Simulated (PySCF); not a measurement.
H4PSi, SMILES [SiH2]P, multiplicity 2. Geometry: PBE-D3(BJ)/def2-TZVP. The isomer is the one that the SMILES or the coordinates give; other isomers of the formula were not compared.

Method: PBE-D3(BJ)/def2-TZVP (PySCF 2.14.0).

Harmonic wavenumbers (cm⁻¹): 176, 430, 459, 484, 704, 756, 875, 1039, 2105, 2135, 2325, 2341. Rotational constants (GHz): 63.92, 5.847, 5.684; symmetry number 1.

Problem. Work out the zero-point energy and the ideal-gas rigid-rotor harmonic-oscillator thermochemistry at 298.15 K and 1 atm.

Solution. ZPE = ½ Σ hcν = ½ × 13829 cm⁻¹ = 82.71 kJ/mol. H − E(el) = 97.01 kJ/mol. Entropy in J/(mol K): translation 160.44, rotation 94.31, vibration 22.92, spin 5.76, total 283.43. G − E(el) = 12.50 kJ/mol. Cp = 68.17 J/(mol K).
